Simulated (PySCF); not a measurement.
First SCF of a structure search on quartet HRuO₂, at a hand-made trigonal planar geometry. PySCF input:

```python
from pyscf import gto, scf, dft
mol = gto.M(atom='''
Ru     0.000000     0.000000     0.000000
O     -0.855000     1.480900     0.000000
O     -0.855000    -1.480900     0.000000
H      1.570000     0.000000     0.000000''',
    basis={'Ru': 'def2-TZVP', 'O': 'def2-TZVP', 'H': 'def2-TZVP'},
    ecp={'Ru': 'def2-TZVP'},
    charge=0, spin=3)
mf = dft.UKS(mol, xc='PBE0')
mf.grids.atom_grid = (50, 194)
aux = {'Ru': 'def2-universal-JKFIT', 'O': 'def2-universal-JKFIT', 'H': 'def2-universal-JKFIT'}
mf = mf.density_fit(auxbasis=aux)
mf.conv_tol = 1e-08
mf.diis_space = 10
mf.max_cycle = 60
mf.init_guess = 'minao'
mf.verbose = 4
mf.kernel()
```

Excerpt of the output (cycles alone):

```
init E= -237.855275802734
cycle= 1 E= -245.535832886409  delta_E= -7.68  |g|= 0.683  |ddm|= 3.01
cycle= 2 E= -245.30136855426  delta_E= 0.234  |g|= 1.06  |ddm|= 1.14
cycle= 3 E= -245.709797229602  delta_E= -0.408  |g|= 0.383  |ddm|= 0.725
cycle= 4 E= -245.753676119324  delta_E= -0.0439  |g|= 0.152  |ddm|= 0.233
cycle= 5 E= -245.762519641175  delta_E= -0.00884  |g|= 0.0247  |ddm|= 0.0754
cycle= 6 E= -245.762860085666  delta_E= -0.00034  |g|= 0.00613  |ddm|= 0.0241
cycle= 7 E= -245.762953676363  delta_E= -9.36e-05  |g|= 0.00368  |ddm|= 0.0159
cycle= 8 E= -245.762973458461  delta_E= -1.98e-05  |g|= 0.00117  |ddm|= 0.00749
cycle= 9 E= -245.76297609896  delta_E= -2.64e-06  |g|= 0.000666  |ddm|= 0.00315
cycle= 10 E= -245.762976512866  delta_E= -4.14e-07  |g|= 0.00014  |ddm|= 0.00111
cycle= 11 E= -245.762976550933  delta_E= -3.81e-08  |g|= 4.61e-05  |ddm|= 0.000354
cycle= 12 E= -245.762976555973  delta_E= -5.04e-09  |g|= 3.17e-05  |ddm|= 0.000136
Extra cycle  E= -245.762976552866  delta_E= 3.11e-09  |g|= 0.000103  |ddm|= 6.3e-05
converged SCF energy = -245.762976552866  <S^2> = 3.763374  2S+1 = 4.0066814
```

No lower solution of this spin was found from smeared starts or by a stability analysis within the unrestricted form.

With open d or f shells other occupations or spin states may lie lower.

The search for the lowest solution, 3 starts and the stability check together, took 8.9 s on 4 threads of a shared Arm Neoverse V2 host, with 108 basis functions; the process peaked at 0.49 GiB. Launch command: `OMP_NUM_THREADS=4 python axn.py task.json out`.
